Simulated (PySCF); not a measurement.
SiFCl2Br, SMILES Cl[Si](Br)(F)Cl.

Coordinates come from a ωB97X-D3(BJ)/def2-SVP optimisation.

Method: TDA-PBE/def2-SVPD (PySCF).

Vertical excitations. The molecule is in vacuum. State labels are in the subgroup Cs.

Computed lowest excited states:
| state | symmetry | energy (eV) | λ (nm) | f | main pairs |
|---|---|---|---|---|---|
| S1 | A" | 6.12 | 202 | 0.007 | HOMO→LUMO 99 % |
| S2 | A' | 6.26 | 198 | 0.014 | HOMO−1→LUMO 98 % |
| S3 | A" | 6.70 | 185 | 0.014 | HOMO−2→LUMO 98 % |
| S4 | A" | 7.12 | 174 | 0.008 | HOMO−3→LUMO 97 % |
| S5 | A' | 7.24 | 171 | 0.029 | HOMO−4→LUMO 87 % |
| S6 | A" | 7.26 | 171 | 0.002 | HOMO→LUMO+1 99 % |
| S7 | A' | 7.44 | 167 | 0.012 | HOMO−5→LUMO 94 % |
| S8 | A' | 7.52 | 165 | 0.004 | HOMO−1→LUMO+1 67 %, HOMO→LUMO+2 26 % |
| S9 | A" | 7.72 | 161 | 0.012 | HOMO→LUMO+3 91 % |
| S10 | A" | 7.80 | 159 | 0.000 | HOMO−1→LUMO+2 99 % |
| T1 | A" | 5.75 | 216 | 0 | HOMO→LUMO 99 % |
| T2 | A' | 5.87 | 211 | 0 | HOMO−1→LUMO 99 % |
| T3 | A" | 6.38 | 194 | 0 | HOMO−2→LUMO 99 % |
| T4 | A" | 6.80 | 182 | 0 | HOMO−3→LUMO 98 % |
Triplets are in the Tamm–Dancoff approximation.
